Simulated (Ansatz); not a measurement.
Question: Name a neutral molecule of C, O, Si and H with HOMO–LUMO gap (PBE0/def2-TZVPP) between 4.05 and 4.35 eV and HOMO energy (ωB97M-V/def2-TZVPP) between -8.45 and -8.15 eV (Ansatz, PBE0-D4/def2-TZVP geometry).

Answer: `CC[Si]O[SiH3]` (4.25 eV, -8.19 eV). Other molecules can fit too; these were computed, each in one conformer that needn't be the lowest.
